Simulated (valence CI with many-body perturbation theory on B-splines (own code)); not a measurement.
## Missing levels of Zr XVIII

Level of theory: relativistic CI+MBPT: five valence electrons over a frozen Dirac-Fock core [Ar], a basis of 7 s, 7 p, 8 d, 6 f, 4 g, 1 h functions for each j, with the one-electron correlation potential Σ1, the two-electron term Σ2, the three-electron term Σ3, Breit, model QED; selected CI, second order for the rest (own B-spline code, finite nucleus).

No measured spectrum was set against this ion. As an estimate, terms of the open shell hold to 2 to 4 % of their energy, and close levels can change places. Core correlation moves these levels by up to 11000 cm⁻¹, and in measured spectra 5 to 20 % of such shifts remained as error; rates that hang on mixing are uncertain with them. Only levels of the ground parity were solved; by the run's estimate the other parity begins above the list, which can be wrong where configurations are misplaced.

| Level | E (cm⁻¹) |
| --- | --- |
| 3d⁵ ⁶S_5/2 | 0.0 |
| 3d⁵ ⁴G_5/2 [a] | 83097 |
| 3d⁵ ⁴G_7/2 | 89674 |
| 3d⁵ ⁴G_11/2 | ? |
| 3d⁵ ⁴G_9/2 | 92067 |
| 3d⁵ ⁴G_5/2 [b] | 92734 |
| 3d⁵ ⁴P_3/2 | 95004 |
| 3d⁵ ⁴P_1/2 | ? |
| 3d⁵ ⁴D_7/2 | ? |
| 3d⁵ ⁴D_5/2 | 117930 |
| 3d⁵ ⁴D_1/2 | ? |
| 3d⁵ ⁴D_3/2 | 121400 |
| 3d⁵ ²I_11/2 | 128790 |
| 3d⁵ ²I_13/2 | 134790 |
| 3d⁵ ²F_5/2 [a] | 139110 |
| 3d⁵ ²D_3/2 [a] | ? |
| 3d⁵ ²F_7/2 [a] | 142310 |
| 3d⁵ ⁴F_9/2 | 144920 |
| 3d⁵ ⁴F_5/2 | 153890 |
| 3d⁵ ²H_9/2 | ? |

Names give the largest LS component (configuration and term), which can be under half, so a name can repeat, a term be missing and a line seem to break the LS rules; names also repeat where a configuration has a term twice. Letters in brackets count levels of one name in rising energy.

Q: The levels stand in rising order. What does the calculation give for the missing energies?

A: 3d⁵ ⁴G_11/2 90117; 3d⁵ ⁴P_1/2 100960; 3d⁵ ⁴D_7/2 109900; 3d⁵ ⁴D_1/2 118480; 3d⁵ ²D_3/2 [a] 141220; 3d⁵ ²H_9/2 159920.
